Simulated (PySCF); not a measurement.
Homolysis of single bonds, series B I-H. All species are isolated molecules in the gas phase. Strings in code marks are SMILES.

Level of theory: PBE-D3(BJ)/def2-TZVP // PBE0-D3(BJ)/def2-TZVP (PySCF). 

```tsv
species	dipole moment (D)
whole molecule (`IB(I)I`)	0.00
radical fragment (`I[B]I`)	0.73
whole molecule (`IBI`)	0.01
radical fragment (`[BH]I`)	0.68
whole molecule (`BI`)	0.15
radical fragment (`[BH2]`)	0.51
whole molecule (`B`)	0.00
```
